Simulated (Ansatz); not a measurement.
Gas-phase electronic energies from Ansatz, PBE0-D4/def2-TZVP geometries. CBS: MP2 limit from def2 TZ/QZ plus the TZ coupled-cluster correction, frozen cores. This one scheme is used for every species. DFT in def2-TZVPP. B3LYP here is the variant with VWN-RPA as its local correlation; programs differ in this. Elements past krypton have def2 core potentials. For Cd outer-core shells are correlated without core-valence functions, which leaves a few kJ/mol of doubt a bond. One conformer a species, not always the lowest.

`[NH2][Cd][O][SiH3]` + NH₃ → `[NH2][Cd][NH2]` + `O[SiH3]`  (ligand exchange at a Cd–O bond)

CCSD(T)/CBS gives +0.45 eV.

Another level gave +0.42 eV. Which?
A. HF/def2-TZVPP
B. revPBE/def2-TZVPP
C. B97M-V/def2-TZVPP
D. B3LYP/def2-TZVPP

D. B3LYP 0.42, HF/def2-TZVPP 0.58, B97M-V 0.52, revPBE 0.38 eV.

Largest T1 diagnostic among the species: 0.015.

At CCSD(T), def2-SVP lies +0.10 eV from the extrapolated value and def2-TZVPP +0.01 eV. From PBE to PBE0 (25 % exact exchange), in def2-TZVPP and without D4, ΔE moves by +0.04 eV. Leaving LDA and LC-ωPBE aside and taking each functional with its dispersion term where it has one, the values, not all of them listed here, spread over 0.14 eV, from PBE-D4 to B97M-V. LDA lies −0.07 eV from PBE without D4.
